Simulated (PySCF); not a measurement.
**C4H4ClF2O: g tensor and hyperfine couplings**

Species: C4H4ClF2O (doublet state).
Structure used (GFN2-xTB), in Å, numbered top down from 1:
```
atom  x, y, z in Å
F1     1.239   -0.254    1.671
C2     1.323   -0.481    0.338
F3     2.252    0.379   -0.127
C4    -0.027   -0.226   -0.321
Cl5    0.238   -0.710   -2.106
C6    -1.261   -0.709    0.280
O7    -1.879    0.510    0.325
C8    -0.690    1.150   -0.163
H9     1.685   -1.508    0.186
H10   -1.770   -1.642    0.383
H11   -0.237    1.792    0.594
H12   -0.874    1.700   -1.085
```

The hyperfine couplings belong to this conformer and change with its torsions.

The species is `O1[CH][C@](Cl)(C(F)F)C1` [radical].

Method used: PySCF, UKS B3LYP, pcH-1 on C Cl F H O, non-relativistic, mean-field spin-orbit, GIAO. Isolated species at its GFN2-xTB geometry (one conformer only). Couplings are sensitive to structure, and on GFN2-xTB geometries they can be far from those on DFT ones. No stability test was run, so a lower SCF solution isn't excluded.

* g1, g2, g3: 2.00186, 2.00302, 2.00634
* g_iso: 2.00374
* Form of g: rhombic: the two nearest values differ by 26 % of g3 − g1
* ⟨S²⟩: 0.7544 (exact 0.7500)
* α and β electrons: 36, 35
* Total energy: -889.86512 Eh

Hyperfine couplings atom by atom, in G; T1 to T3 are the principal values of the dipolar part (MHz turned into gauss with g_iso; 10 G = 1 mT):

```
atom  isotope  a_iso  of which spin–orbit     T1     T2    T3  Mulliken spin population
  F1      19F   14.1                  0.0   -4.0   -2.3   6.3                      0.00
  C2      13C    9.0                  0.0   -1.0   -0.7   1.6                      0.01
  F3      19F    0.8                  0.0   -2.8   -2.2   5.0                      0.00
  C4      13C    4.5                  0.0   -1.2    0.2   1.1                      0.00
 Cl5     35Cl   16.6                  0.2   -8.4   -8.0  16.4                      0.11
  C6      13C   32.6                  0.0  -24.2  -24.1  48.3                      0.74
  O7      17O   -9.4                  0.0  -29.7   14.3  15.3                      0.18
  C8      13C   -0.6                  0.0   -0.6   -0.4   1.0                     -0.01
  H9       1H    0.2                  0.0   -0.8   -0.7   1.5                      0.00
 H10       1H  -17.2                  0.0  -11.3   -0.7  12.0                     -0.03
 H11       1H   -2.2                  0.0   -1.5   -1.0   2.5                      0.00
 H12       1H   -1.9                  0.0   -1.4   -0.9   2.2                      0.00
```

The Mulliken spin populations are largest on C6 (+0.74), O7 (+0.18) and Cl5 (+0.11). The angles at C6 add up to 357.1°, so it is nearly planar; its axial dipolar tensor and the negative coupling of its proton fit spin in a p orbital normal to that plane.

Under fast tumbling the dipolar parts average out, and these isotropic splittings remain: 1 × 1H (H10, I = 1/2, 2 lines) with 1.72 mT, 1 × 35Cl (Cl5, I = 3/2, 4 lines) with 1.66 mT, 1 × 19F (F1, I = 1/2, 2 lines) with 1.41 mT, 1 × 1H (H11, I = 1/2, 2 lines) with 0.22 mT, 1 × 1H (H12, I = 1/2, 2 lines) with 0.19 mT and 1 × 19F (F3, I = 1/2, 2 lines) with 0.08 mT.

Main isotope only: 35Cl (natural samples also hold 24 % 37Cl, magnetic too, which adds its own pattern).

The 13C coupling of C6 (91.5 MHz) shows only in satellite lines or after enrichment, since that isotope makes up about 1.07 % of natural carbon.

The 17O coupling of O7 (-26.2 MHz) shows only in satellite lines or after enrichment, since that isotope makes up about 0.038 % of natural oxygen.
